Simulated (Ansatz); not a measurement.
Isolated molecules relaxed with PBE0-D4/def2-TZVP in Ansatz; ΔE leaves out vibrations. CCSD(T)/CBS adds triple-zeta CCSD(T) − MP2 to the extrapolated MP2 energy (def2 sets, frozen cores). This one scheme is used for every species. DFT in def2-TZVPP. B3LYP here is the variant with VWN-RPA as its local correlation; programs differ in this. For Se outer-core shells are correlated without core-valence functions, which leaves a few kJ/mol of doubt a bond. Scalar relativity is left out up to krypton. One conformer a species, not always the lowest.

Reaction (formal exchange of groups at the Se–Si bond): `[SeH][SiH]([SeH])[SeH]` + `BCl` → `ClB[SeH]` + `[SeH][SiH2][SeH]`

| level | ΔE (kJ/mol) | difference from CCSD(T)/CBS |
| --- | --- | --- |
| revPBE-D4 | -15.6 | -3.1 |
| BLYP-D4 | -13.5 | -1.0 |
| B97M-V | -19.8 | -7.3 |
| B3LYP-D4 | -11.6 | 0.9 |
| r2SCANh-D4 | -17.2 | -4.7 |
| CAM-B3LYP-D4 | -13.9 | -1.4 |
| ωB97M-V | -12.2 | 0.3 |
| revPBE | -21.8 | -9.3 |
| r2SCANh | -18.4 | -5.9 |
| HF/def2-QZVPP | -9.6 | 2.9 |
| CCSD(T)/CBS | -12.5 | 0 |

Largest T1 diagnostic among the species: 0.012.

Leaving LDA and LC-ωPBE aside and taking each functional with its dispersion term where it has one, the values, not all of them listed here, spread over 13.5 kJ/mol, from B97M-V to BHLYP-D4. LDA lies −4.2 kJ/mol from PBE without D4. From PBE to PBE0 (25 % exact exchange), in def2-TZVPP and without D4, ΔE moves by +3.7 kJ/mol.

CCSD(T)/CBS has its own doubt, a few kJ/mol and more with outer-core shells, so smaller differences from it don't rank the levels.
